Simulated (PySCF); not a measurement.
**RuO₂Cl + H₂O → HRuO₃ + HCl**

Level: PBE0 in the def2-TZVP basis family, computed in PySCF with density fitting; scalar-relativistic core potentials for atoms from Rb on, none lighter, no spin–orbit coupling; open shells unrestricted.

| species | state and structure | ZPE (kJ/mol) | H(298 K) − H(0) (kJ/mol) | S° (J/(mol K)) |
| --- | --- | --- | --- | --- |
| RuO₂Cl | doublet, C2v, Ru–Cl 2.188 Å, Ru–O 1.646 Å (×2); Cl–Ru–O 115.7° (×2), O–Ru–O 128.7° | 18.5 | 15.3 | 316.1 |
| H₂O | singlet, C2v, O–H 0.960 Å (×2); H–O–H 105.1° | 56.5 | 9.9 | 188.7 |
| HRuO₃ | doublet, Cs, Ru–H 1.578 Å, Ru–O 1.662 Å (×2), Ru–O 1.716 Å; H–Ru–O 93.0°, H–Ru–O 101.0° (×2), O–Ru–O 112.4° (×2), O–Ru–O 128.3° | 42.6 | 14.9 | 309.0 |
| HCl | singlet, C∞v, H–Cl 1.279 Å | 17.9 | 8.7 | 186.6 |

Question: Is the gas-phase reaction uphill or downhill in electronic energy at this level, and by how much?

Answer: At PBE0/def2-TZVP, ΔE = 178.5 kJ/mol, uphill. Hydrolysis steps of this kind drive oxide growth by atomic layer deposition.

Question: Add zero-point, thermal and entropy terms for 298.15 K and 1 bar.

Answer: ΔZPE = -14.5 and Δ[H(298) − H(0)] = -1.6 kJ/mol give ΔH° = 162.4 kJ/mol. ΔS° = -9.2 J/(mol K), so ΔG° = 162.4 − 298.15 × (-0.0092) = 165 kJ/mol.

Open d or f shells are single determinants, so the state found may not be the ground state. The structures come from searches over a few start shapes, so lower isomers are not excluded.
